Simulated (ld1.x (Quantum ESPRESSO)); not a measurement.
**rubidium (Rb), TM: configuration errors across variants**

```json
{
  "Element": "Rb",
  "Generator": "ld1.x (Quantum ESPRESSO) 7.5",
  "Type": "norm-conserving Troullier–Martins (Kleinman–Bylander form)",
  "Functional": "PW91",
  "Relativity": "fully relativistic",
  "Frozen core": "[Kr]",
  "Valence charge": "1",
  "Reference configuration": "4d1 5s0 5p0",
  "Partial waves": "5p (bound, empty): rc 3.60 bohr; 4d (bound): rc 4.20 bohr; 5s (bound, empty): rc 3.85 bohr",
  "Local potential": "the s channel",
  "Core correction": "Bessel-smoothed model core, default radius (core density twice the valence density)"
}
```

Open shells are filled in proportion to 2j + 1 (rel_dist='average').

All-electron excitation energies from the reference (eV): (1) 4d0 5s1 5p0 -2.227; (2) 4d0 5s0.5 5p0 -0.651; (3) 4d0 5s0 5p1 -0.717; (4) 4d0.5 5s0.5 5p0 -1.117.

The default core radius of the base comes out at 3.68 bohr.

2 further variants failed, have other tests or another functional or relativity, and are left out.

A true bound ghost makes a file unfit for plane-wave use even where its test errors are small: the radial tests pick states by their node count and pass the ghost by.

Errors AE − PS in meV (a dash: test not solved or not reliable):

| change | (1) | (2) | (3) | (4) | bound ghosts |
| --- | --- | --- | --- | --- | --- |
| base | +3.0 | +0.5 | -1.3 | +0.8 | p1/2, p3/2 |
| core correction Bessel-smoothed model core inside 1.76 bohr | -2.7 | -0.9 | -3.2 | -0.7 | p1/2, p3/2 |
| wave 5s (bound): rc 3.85 bohr becomes 5s (bound): rc 4.08 bohr | +2.9 | +0.5 | -1.3 | +0.8 | p1/2, p3/2 |

(1) Give the same row for: wave 5p (bound): rc 3.60 bohr becomes 5p (bound): rc 5.18 bohr.

## Answers

(1) +3.0, +0.5, -4.4, +0.8; bound ghosts: none.
